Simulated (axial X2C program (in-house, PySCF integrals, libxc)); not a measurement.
# GeSe⁻: from the spin-free to the two-component result

All values were computed with an in-house relativistic program for diatomic molecules. Spin-free means the one-electron spin-free X2C Hamiltonian; two-component (2c) means X2C with spin–orbit coupling and atomic mean-field two-electron Coulomb and Gaunt terms, so the difference of the two also holds small scalar two-electron terms. Basis: Se dyall-acv3z [9s10p7d5f1g], Ge dyall-acv3z [10s10p8d5f1g] (cores contracted in-house); Gaussian nuclei, density fitting, unrestricted open shells. Masses: Se 79.917 u, Ge 73.921 u.

Spin-free state: M_S = 1/2, Λ = 1 (beyond evenly filled blocks: π+α); fragments Se- + Ge.

```tsv
level	Re (Å)	ωe (cm⁻¹)	De (eV)	μ (D)
PBE0	2.244	331.2	3.793	0.01
PW91	2.269	311.9	4.026	-0.31
```

Dipoles are positive if Ge is the positive end and refer to the centre of mass.

(1) Within this multiplet, which Ω should lie lowest by the rule for regular and inverted multiplets?

Two-component determinant lowest at the distance of the search:

Ω = 1/2 (⟨Sz⟩ = -0.50, ⟨Lz⟩ = 1.00 at PBE0); fragments Se- + Ge.

```json
{"level": "PBE0", "Re (Å)": "2.246", "ωe (cm⁻¹)": "329.9", "μ (D)": "0.05"}
{"level": "PW91", "Re (Å)": "2.272", "ωe (cm⁻¹)": "310.6", "μ (D)": "-0.25"}
```

(2) From the two tables, how do the constants change at the PBE0 level (2c against spin-free)?

The state is one determinant whose occupation by symmetry is held fixed; it was picked as the lowest of a PBE0 search that is not exhaustive. De is counted from the lowest determinant-based energies of the atoms at the same level, without counterpoise correction. De is not given where an atomic determinant may have missed its ground term or J level, or where the truncated virtual space spoils (T). Density functionals use the spin component along the axis (collinear). The functionals have no current-density term, which raises determinants with orbital currents, atoms included. The highest occupied level of some functionals is positive through self-interaction error; at Hartree–Fock it is bound.

Results:

(1) The open π shell holds one electron, so the multiplet is regular: Ω = Λ − 1/2 = 1/2. The PBE0 2c search agrees.

(2) At the PBE0 level Re goes up by 0.002 Å and ωe decreases by 1.3 cm⁻¹.
